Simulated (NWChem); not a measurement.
System: imidazole (C$_{3}$H$_{4}$N$_{2}$); SMILES c1c[nH]cn1

The following NWChem deck was run.

```
start job
memory heap 200 mb stack 900 mb global 1100 mb
geometry units angstroms noautoz
  C     -0.918412    -0.730008     0.000000
  C     -0.962356     0.641878     0.000000
  N      0.359191     1.042292     0.000000
  C      1.124147    -0.091229     0.000000
  N      0.384873    -1.178714     0.000000
  H     -1.749618    -1.422241     0.000000
  H     -1.777083     1.350093     0.000000
  H      0.694158     1.994539     0.000000
  H      2.205689    -0.058850     0.000000
end
basis spherical
  * library def2-svp
end
dft
  xc m06-l
  grid xcoarse
  iterations 150
  mulliken
end
task dft gradient
```

Output (shortened):

```
             Northwest Computational Chemistry Package (NWChem) 7.3.0
             --------------------------------------------------------

 CS  symmetry detected

                             Geometry "geometry" -> ""
                             -------------------------

 Output coordinates in angstroms (scale by  1.889725989 to convert to a.u.)

  No.       Tag          Charge          X              Y              Z
 ---- ---------------- ---------- -------------- -------------- --------------
    1 C                    6.0000    -1.02344761    -0.56948281     0.00000000
    2 C                    6.0000    -0.84812985     0.79186430     0.00000000
    3 N                    7.0000     0.52034883     0.97648267     0.00000000
    4 C                    6.0000     1.09482153    -0.26448818     0.00000000
    5 N                    7.0000     0.19163979    -1.22021430     0.00000000
    6 H                    1.0000    -1.95437642    -1.12035619     0.00000000
    7 H                    1.0000    -1.53953740     1.62090241     0.00000000
    8 H                    1.0000     1.00283499     1.86315304     0.00000000
    9 H                    1.0000     2.16769404    -0.40493773     0.00000000

 Effective nuclear repulsion energy (a.u.)     162.9876398838

      Symmetry information
      --------------------

 Group name             Cs
 Group number              2
 Group order               2
 No. of unique centers     9

                                 NWChem DFT Module
                                 -----------------

 Summary of "ao basis" -> "ao basis" (spherical)
 ------------------------------------------------------------------------------
       Tag                 Description            Shells   Functions and Types
 ---------------- ------------------------------  ------  ---------------------
 C                          def2-svp                 6       14   3s2p1d
 N                          def2-svp                 6       14   3s2p1d
 H                          def2-svp                 3        5   2s1p

      Symmetry analysis of basis
      --------------------------

        a'         66
        a"         24

            General Information
            -------------------
          SCF calculation type: DFT
          Wavefunction type:  closed shell.
          No. of atoms     :     9
          No. of electrons :    36
           Alpha electrons :    18
            Beta electrons :    18
          Charge           :     0
          Spin multiplicity:     1
          Use of symmetry is: on ; symmetry adaption is: on
          Maximum number of iterations: 150
          AO basis - number of functions:    90
                     number of shells:    42
          Convergence on energy requested:  1.00D-06
          Convergence on density requested:  1.00D-05
          Convergence on gradient requested:  5.00D-04

              XC Information
              --------------
                        M06-L Method XC Functional
                         M06-L Exchange Functional  1.000
                       M06-L Correlation Potential  1.000

             Grid Information
             ----------------
          Grid used for XC integration:  xcoarse
          Radial quadrature: Mura-Knowles
          Angular quadrature: Lebedev.
          Tag              B.-S. Rad. Rad. Pts. Rad. Cut. Ang. Pts.
          ---              ---------- --------- --------- ---------
          C                   0.70       21           8.0       194
          N                   0.65       21           9.0       194
          H                   0.35       21          10.0       194
          Grid pruning is: on
          Number of quadrature shells:   189
          Spatial weights used:  Erf1

      Superposition of Atomic Density Guess
      -------------------------------------

 Sum of atomic energies:        -223.35991081

      Non-variational initial energy
      ------------------------------

 Total energy =    -226.788877
 1-e energy   =    -623.582009
 2-e energy   =     233.805493
 HOMO         =      -0.244887
 LUMO         =       0.051404

      Symmetry analysis of molecular orbitals - initial
      -------------------------------------------------

  Numbering of irreducible representations:

     1 a'          2 a"

  Orbital symmetries:

     1 a'          2 a'          3 a'          4 a'          5 a'
     6 a'          7 a'          8 a'          9 a'         10 a'
    11 a'         12 a"         13 a'         14 a'         15 a'
    16 a'         17 a"         18 a"         19 a"         20 a"
    21 a'         22 a'         23 a'         24 a'         25 a'
    26 a'         27 a'         28 a'

     ---------------------------------------------
      Total Density - Mulliken Population Analysis
     ---------------------------------------------

    Atom       Charge   Shell Charges
 -----------   ------   -------------------------------------------------------
    1 C    6     6.06   1.99  0.96  0.27  1.95  0.82  0.05
    2 C    6     5.96   1.99  0.96  0.28  1.92  0.77  0.05
    3 N    7     7.22   1.99  1.01  0.42  2.38  1.40  0.02
    4 C    6     5.65   1.99  0.94  0.23  1.78  0.65  0.07
    5 N    7     7.61   1.99  1.09  0.54  2.44  1.52  0.03
    6 H    1     0.92   0.68  0.22  0.02
    7 H    1     0.91   0.67  0.22  0.02
    8 H    1     0.76   0.60  0.12  0.04
    9 H    1     0.92   0.68  0.22  0.02

   convergence    iter        energy       DeltaE   RMS-Dens  Diis-err
 ---------------- ----- ----------------- --------- --------- ---------
 d= 0,ls=0.0,diis     1   -225.9685937924 -3.89D+02  1.53D-02  4.85D-01
 d= 0,ls=0.0,diis     2   -225.8392208679  1.29D-01  1.16D-02  1.58D+00
 d= 0,ls=0.0,diis     3   -226.0290245021 -1.90D-01  2.36D-03  7.38D-02
 d= 0,ls=0.0,diis     4   -226.0359721641 -6.95D-03  1.02D-03  1.46D-02
 d= 0,ls=0.0,diis     5   -226.0356888585  2.83D-04  8.05D-04  1.89D-03
  Resetting Diis
 d= 0,ls=0.0,diis     6   -226.0359768435 -2.88D-04  2.93D-04  2.19D-04
 d= 0,ls=0.0,diis     7   -226.0360050021 -2.82D-05  2.44D-04  6.34D-05
 d= 0,ls=0.0,diis     8   -226.0359833262  2.17D-05  1.29D-04  2.32D-04
 d= 0,ls=0.0,diis     9   -226.0360154688 -3.21D-05  1.97D-05  1.49D-06
 d= 0,ls=0.0,diis    10   -226.0360154172  5.16D-08  1.11D-05  2.11D-06
 d= 0,ls=0.0,diis    11   -226.0360156670 -2.50D-07  2.36D-06  8.00D-08

         Total DFT energy =     -226.036015667006
      One electron energy =     -627.362363031263
           Coulomb energy =      269.912491916929
    Exchange-Corr. energy =      -31.573784436518
 Nuclear repulsion energy =      162.987639883846

 Numeric. integr. density =       35.998569936217

                  Occupations of the irreducible representations
                  ----------------------------------------------

                     irrep           alpha         beta
                     --------     --------     --------
                     a'               15.0         15.0
                     a"                3.0          3.0

                       DFT Final Molecular Orbital Analysis
                       ------------------------------------

 Vector   16  Occ=2.000000D+00  E=-2.602992D-01  Symmetry=a"
              MO Center=  1.2D-01, -2.6D-01,  1.5D-14, r^2= 2.1D+00
   Bfn.  Coefficient  Atom+Function         Bfn.  Coefficient  Atom+Function
  ----- ------------  ---------------      ----- ------------  ---------------
    62     -0.402942  5 N  pz                34      0.388100  3 N  pz
    37     -0.314354  3 N  pz                65      0.279182  5 N  pz
     6      0.238149  1 C  pz                 9      0.165068  1 C  pz
    48      0.102839  4 C  pz                20     -0.098938  2 C  pz
    23     -0.072805  2 C  pz                51      0.072604  4 C  pz

 Vector   17  Occ=2.000000D+00  E=-2.322008D-01  Symmetry=a'
              MO Center=  1.4D-01, -1.2D+00, -2.5D-16, r^2= 1.5D+00
   Bfn.  Coefficient  Atom+Function         Bfn.  Coefficient  Atom+Function
  ----- ------------  ---------------      ----- ------------  ---------------
    61      0.498347  5 N  py                64     -0.366336  5 N  py
    59      0.254789  5 N  s                 58      0.236286  5 N  s
     5      0.146370  1 C  py                19     -0.144362  2 C  py
    44     -0.144371  4 C  s                 17      0.141449  2 C  s
    31      0.138295  3 N  s                 33      0.113572  3 N  py

 Vector   18  Occ=2.000000D+00  E=-2.127387D-01  Symmetry=a"
              MO Center= -2.9D-01,  5.7D-02, -4.1D-16, r^2= 2.3D+00
   Bfn.  Coefficient  Atom+Function         Bfn.  Coefficient  Atom+Function
  ----- ------------  ---------------      ----- ------------  ---------------
    20      0.385146  2 C  pz                48     -0.351535  4 C  pz
     6      0.330525  1 C  pz                23      0.284411  2 C  pz
    51     -0.255567  4 C  pz                 9      0.214718  1 C  pz
    62      0.115143  5 N  pz                34      0.104710  3 N  pz
    37     -0.092844  3 N  pz                65     -0.079440  5 N  pz

 Vector   19  Occ=0.000000D+00  E=-2.922802D-03  Symmetry=a"
              MO Center=  2.1D-01,  1.9D-01,  1.0D-16, r^2= 2.6D+00
   Bfn.  Coefficient  Atom+Function         Bfn.  Coefficient  Atom+Function
  ----- ------------  ---------------      ----- ------------  ---------------
    51      0.480686  4 C  pz                23      0.466541  2 C  pz
    37     -0.462896  3 N  pz                48      0.416541  4 C  pz
    20      0.359699  2 C  pz                34      0.360340  3 N  pz
     9     -0.253124  1 C  pz                65     -0.233139  5 N  pz
    62      0.201591  5 N  pz                 6     -0.173956  1 C  pz

 Vector   20  Occ=0.000000D+00  E= 3.812195D-02  Symmetry=a"
              MO Center= -3.6D-01, -4.7D-01,  1.5D-15, r^2= 2.4D+00
   Bfn.  Coefficient  Atom+Function         Bfn.  Coefficient  Atom+Function
  ----- ------------  ---------------      ----- ------------  ---------------
     9      0.597094  1 C  pz                65     -0.522325  5 N  pz
     6      0.434047  1 C  pz                23     -0.429721  2 C  pz
    62      0.409406  5 N  pz                51      0.322809  4 C  pz
    20     -0.274606  2 C  pz                48      0.244908  4 C  pz
    75      0.033139  6 H  pz                25     -0.029502  2 C  d -1

 Vector   21  Occ=0.000000D+00  E= 4.870337D-02  Symmetry=a'
              MO Center=  8.8D-01,  1.8D+00, -6.0D-17, r^2= 3.6D+00
   Bfn.  Coefficient  Atom+Function         Bfn.  Coefficient  Atom+Function
  ----- ------------  ---------------      ----- ------------  ---------------
    82      1.379374  8 H  s                 31     -1.001137  3 N  s
    77      0.503029  7 H  s                 87      0.419643  9 H  s
    36     -0.397672  3 N  py                17     -0.285992  2 C  s
    72      0.264677  6 H  s                 45     -0.256709  4 C  s
    81      0.236910  8 H  s                 49     -0.234643  4 C  px

     ---------------------------------------------
      Total Density - Mulliken Population Analysis
     ---------------------------------------------

    Atom       Charge   Shell Charges
 -----------   ------   -------------------------------------------------------
    1 C    6     6.00   1.99  0.92  0.27  2.07  0.70  0.05
    2 C    6     6.00   1.99  0.92  0.26  2.07  0.71  0.05
    3 N    7     7.19   1.99  1.03  0.40  2.47  1.27  0.03
    4 C    6     5.86   1.99  0.93  0.19  2.06  0.63  0.07
    5 N    7     7.28   1.99  1.07  0.54  2.33  1.32  0.03
    6 H    1     0.95   0.77  0.16  0.02
    7 H    1     0.94   0.76  0.16  0.03
    8 H    1     0.84   0.72  0.07  0.04
    9 H    1     0.94   0.77  0.15  0.02

     -------------------------------------------
      Total Density - Lowdin Population Analysis
     -------------------------------------------

    Atom       Charge   Shell Charges
 -----------   ------   -------------------------------------------------------
    1 C    6     6.04   1.97  0.61  0.30  1.89  1.14  0.12
    2 C    6     6.04   1.97  0.61  0.30  1.90  1.14  0.12
    3 N    7     6.95   1.97  0.73  0.37  2.27  1.54  0.06
    4 C    6     5.98   1.96  0.60  0.29  1.89  1.07  0.16
    5 N    7     7.15   1.97  0.82  0.49  2.19  1.62  0.06
    6 H    1     0.98   0.65  0.26  0.07
    7 H    1     0.98   0.64  0.26  0.08
    8 H    1     0.91   0.59  0.19  0.13
    9 H    1     0.98   0.65  0.26  0.07

     Multipole analysis of the density
     ---------------------------------

     L   x y z        total         alpha         beta         nuclear
     -   - - -        -----         -----         ----         -------
     0   0 0 0     -0.000000    -18.000000    -18.000000     36.000000

     1   1 0 0      0.282458      0.141229      0.141229     -0.000000
     1   0 1 0      1.444952      0.722476      0.722476      0.000000
     1   0 0 1     -0.000000     -0.000000     -0.000000      0.000000

     2   2 0 0    -17.657004    -65.678381    -65.678381    113.699758
     2   1 1 0      1.660970      0.232885      0.232885      1.195200
     2   1 0 1      0.000000      0.000000      0.000000      0.000000
     2   0 2 0    -20.907004    -65.345775    -65.345775    109.784546
     2   0 1 1     -0.000000     -0.000000     -0.000000      0.000000
     2   0 0 2    -23.061972    -11.530986    -11.530986      0.000000

            General Information
            -------------------
          SCF calculation type: DFT
          Wavefunction type:  closed shell.
          No. of atoms     :     9
          No. of electrons :    36
           Alpha electrons :    18
            Beta electrons :    18
          Charge           :     0
          Spin multiplicity:     1
          Use of symmetry is: on ; symmetry adaption is: on
          Maximum number of iterations: 150
          AO basis - number of functions:    90
                     number of shells:    42
          Convergence on energy requested:  1.00D-06
          Convergence on density requested:  1.00D-05
          Convergence on gradient requested:  5.00D-04

              XC Information
              --------------
                        M06-L Method XC Functional
                         M06-L Exchange Functional  1.000
                       M06-L Correlation Potential  1.000

             Grid Information
             ----------------
          Grid used for XC integration:  xcoarse
          Radial quadrature: Mura-Knowles
          Angular quadrature: Lebedev.
          Tag              B.-S. Rad. Rad. Pts. Rad. Cut. Ang. Pts.
          ---              ---------- --------- --------- ---------
          C                   0.70       21           8.0       194
          N                   0.65       21           9.0       194
          H                   0.35       21          10.0       194
          Grid pruning is: on
          Number of quadrature shells:   189
          Spatial weights used:  Erf1

[...]

                         DFT ENERGY GRADIENTS

    atom               coordinates                        gradient
                 x          y          z           x          y          z
   1 C      -1.934036  -1.076166   0.000000   -0.010998   0.008453   0.000000
   2 C      -1.602733   1.496407   0.000000   -0.011105  -0.003337   0.000000
   3 N       0.983317   1.845285   0.000000    0.005915   0.008765   0.000000
   4 C       2.068913  -0.499810   0.000000    0.012588   0.001718   0.000000
   5 N       0.362147  -2.305871   0.000000    0.002162  -0.011306   0.000000
   6 H      -3.693236  -2.117166   0.000000    0.003564   0.002184   0.000000
   7 H      -2.909304   3.063061   0.000000    0.002643  -0.004346   0.000000
   8 H       1.895083   3.520849   0.000000   -0.000828  -0.002083   0.000000
   9 H       4.096348  -0.765221   0.000000   -0.003943  -0.000048   0.000000
```

Level: M06-L/def2-SVP. Structure relaxed at the B3LYP/6-31G* (spherical d) level.
